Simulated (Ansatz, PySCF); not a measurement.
This Ansatz (a quantum-chemistry and plane-wave program) input computes a SVWN5/def2-TZVPD energy:

Ansatz 0.2 input:
```yaml
crystal:
  periodic: [false, false, false]
  atoms:
    - {symbol: C, position_ang: [-0.76398450, -0.64348765, -0.34542853]}
    - {symbol: C, position_ang: [0.63138382, -0.30599936, -0.15763658]}
    - {symbol: F, position_ang: [1.13636842, 0.94468953, -0.62699763]}
    - {symbol: F, position_ang: [1.43050014, -1.20605568, -0.82546072]}
    - {symbol: F, position_ang: [1.06125501, -0.30098246, 1.14364416]}
    - {symbol: Cl, position_ang: [-1.81573471, 0.66788390, 0.42400421]}
    - {symbol: H, position_ang: [-0.99001814, -0.59596649, -1.41035346]}
basis:
  gaussian:
    orbitals: def2-TZVPD
hamiltonian:
  xc: {name: SVWN5}
total_charge: -1
output: {forces: true}
```

Write an input for the same energy in PySCF and say what it gives.


```python
from pyscf import gto, scf, dft

mol = gto.M(
    atom='''
    C    -0.76398450   -0.64348765   -0.34542853
    C     0.63138382   -0.30599936   -0.15763658
    F     1.13636842    0.94468953   -0.62699763
    F     1.43050014   -1.20605568   -0.82546072
    F     1.06125501   -0.30098246    1.14364416
    Cl   -1.81573471    0.66788390    0.42400421
    H    -0.99001814   -0.59596649   -1.41035346
    ''',
    basis='def2-tzvpd',
    charge=-1,
    spin=0,
    verbose=4,
)

mf = dft.RKS(mol, xc='svwn').density_fit(auxbasis='def2-universal-jkfit')
mf.grids.level = 3
mf.conv_tol = 1e-9
mf.max_cycle = 100
mf.max_memory = 1500
mf.kernel()
if not mf.converged:
    mf = mf.newton()
    mf.kernel(mf.make_rdm1())
mf.analyze()
```
It gives -832.68754 Eh, and Ansatz -832.68746 Eh, a difference of 0.08 mEh, from the treatment of integrals and grids.

It need not be the lowest isomer of its formula. Whether it binds its extra electron was not tested at this geometry.
